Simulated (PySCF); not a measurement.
# Working out the ionisation energy of Si+

Si+ [Ne] 3s2 3p1 (2P) → Si(2+) [Ne] 3s2 (1S). All numbers are calculated (PySCF 2.14, the non-relativistic Hamiltonian (point nucleus), in def2-TZVPPD). Frozen: 1s2. Energies in hartree (1 hartree = 27.21139 eV):

```tsv
part	Si+ (lower)	Si(2+) (upper)
UHF	-288.570248	-287.988078
MP2 opposite-spin	-0.142284	-0.135677
MP2 same-spin	-0.047292	-0.044613
```

What does Hartree-Fock give?

(-287.988078) − (-288.570248) = 0.582170 hartree = 15.842 eV.

What do MP2 and SCS-MP2 (6/5 opposite-spin, 1/3 same-spin) give?

The opposite-spin parts differ by 0.180 eV and the same-spin parts by 0.073 eV. MP2: 15.842 + (0.180) + (0.073) = 16.095 eV. SCS-MP2: 15.842 + 1.2 × (0.180) + (0.073)/3 = 16.082 eV.

Measured between the centres of the two terms (NIST): 16.322 eV, so MP2 (valence and next inner shell) is off by -0.227 eV.

What remains against the reference includes basis incompleteness, the frozen core and correlation beyond second order.
